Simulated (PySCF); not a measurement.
## How methods differ on the electron affinity of Ge

Ge- [Ar] 3d10 4s2 4p3 (4S) → Ge [Ar] 3d10 4s2 4p2 (3P), as a difference of total energies. Computed with PySCF 2.14 in aug-cc-pVQZ-DK, with scalar relativity by spin-free X2C-1e. Correlated levels: valence: [Ar] 3d10 frozen. The calculations carry no spin-orbit coupling.

```tsv
method	electron affinity (eV)
UHF	0.834
LDA	1.536
PBE	1.407
PBE0	1.373
r2SCAN	1.485
BLYP	1.187
LC-wPBE	1.313
MP2 (valence)	1.320
SCS-MP2 (valence)	1.152
```

Task: Estimate what B2PLYP gives.

Result: 1.208 eV, closest to BLYP among the rows shown.

Task: Estimate what CAM-B3LYP gives.

Result: 1.224 eV, closest to BLYP among the rows shown.

A first-order spin-orbit estimate (lowest level to lowest level, LS coupling) adds -0.106 eV.

Errors of the correlated levels include the incompleteness of this basis and the frozen core.

In the anion the highest occupied orbital energy is positive at LDA, PBE, PBE0, r2SCAN, BLYP, a self-interaction effect; the basis confines that electron, and the energy difference can still be sensible.

For comparison: 1.233 eV (measured; photodetachment measurements, as compiled on the Wikipedia data page of electron affinities).
